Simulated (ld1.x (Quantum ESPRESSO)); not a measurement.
# Varying the ultrasoft potential for chlorine (Cl)

Base potential:

| Item | Value |
| --- | --- |
| Element | chlorine (Cl) |
| Generator | ld1.x (Quantum ESPRESSO) 7.5 |
| Type | ultrasoft |
| Functional | PBE |
| Relativity | non-relativistic |
| Frozen core | [Ne] |
| Valence charge | 7 |
| Reference configuration | 3s2 3p5 |
| Partial waves | 3s (bound): rcut 1.25, rcutus 1.50 bohr; 3s channel at -1.2 Ry: rcut 1.25, rcutus 1.50 bohr; 3p (bound): rcut 1.10, rcutus 1.40 bohr; 3p channel at 0.1 Ry: rcut 1.10, rcutus 1.40 bohr; 3d channel at -0.1 Ry: rcut 1.35, rcutus 1.75 bohr; 3d channel at 2.25 Ry: rcut 1.35, rcutus 1.75 bohr |
| Local potential | all-electron potential smoothed inside 1.70 bohr (lloc = -2) |
| Core correction | none |
| Augmentation charge | PSQ, radius 1.05 bohr |

All-electron outer shells of the reference configuration (PBE, non-relativistic, ld1.x):

| shell | level (eV) | outermost node (bohr) | outermost maximum (bohr) |
| --- | --- | --- | --- |
| 2p | -191.57 | – | 0.30 |
| 3s | -20.53 | 0.56 | 1.29 |
| 3p | -8.61 | 0.53 | 1.43 |

Cutoffs, loose and tight: the cutoffs (Ry, on a coarse ladder) from which the occupation-weighted sum of valence levels, in a spherical-Bessel basis at the reference potential, stays within 10 and 1 mRy of its value at 400 Ry. They do not see the model core or the augmentation charge, which bear on the density cutoff. Test errors are all-electron minus pseudo excitation energies from the reference, over the configurations 3s2 3p4; 3s2 3p3; 3s2 3p2; 3s2 3p4.5; 3s2 3p1; 3s2 3p5.3; 3s1 3p6. A dash means not determined; rows that change the core or the reference have their own tests.

Cutoffs are not given where the Bessel-basis levels miss the radial ones by over 6 mRy, ghosts where they miss by over 20 mRy; a channel whose overlap is not positive is not tested.

A file whose overlap is not positive is unfit for use, and its test errors describe a broken file.

```tsv
change	outcome	cutoff, loose	cutoff, tight	bound ghosts	largest test error (meV)
base	generated	25 Ry	40 Ry	none	+53
waves 3p (bound): rcut 0.96, rcutus 1.02 bohr; 3p channel at 0.1 Ry: rcut 0.96, rcutus 1.02 bohr	generated	50 Ry	70 Ry	none	+78
waves 3p (bound): rcut 1.10, rcutus 1.22 bohr; 3p channel at 0.1 Ry: rcut 1.10, rcutus 1.22 bohr	generated, overlap not positive	–	–	not determined (overlap not positive)	+29
waves 3p (bound): rcut 1.10, rcutus 1.36 bohr; 3p channel at 0.1 Ry: rcut 1.10, rcutus 1.36 bohr	generated	25 Ry	45 Ry	none	+49
waves 3p (bound): rcut 1.10, rcutus 1.64 bohr; 3p channel at 0.1 Ry: rcut 1.10, rcutus 1.64 bohr	generated	25 Ry	35 Ry	none	+72
waves 3p (bound): rcut 1.10, rcutus 1.80 bohr; 3p channel at 0.1 Ry: rcut 1.10, rcutus 1.80 bohr	generated, overlap not positive	–	–	not determined (overlap not positive)	+82
```

Question: What comes out with this change to the base: waves 3p (bound): rcut 1.10, rcutus 2.02 bohr; 3p channel at 0.1 Ry: rcut 1.10, rcutus 2.02 bohr?

Answer: outcome: generated; cutoff, loose: 18 Ry; cutoff, tight: 30 Ry; bound ghosts: none; largest test error (meV): +90.

Reading the sweep of the p radius (base included, trends over the rows without a ghost): The loose cutoff falls from 50 Ry at 1.02 to 18 Ry at 2.02 bohr. A larger radius leaves more room for a smooth pseudo-wave, so fewer plane waves are needed; a smaller one forces it to follow the all-electron wave where it bends sharply. The median size of the test errors (rows with all tests solved) is not monotonic: lowest 0.4 meV at 1.36 bohr, highest 4.3 meV at 2.02 bohr.
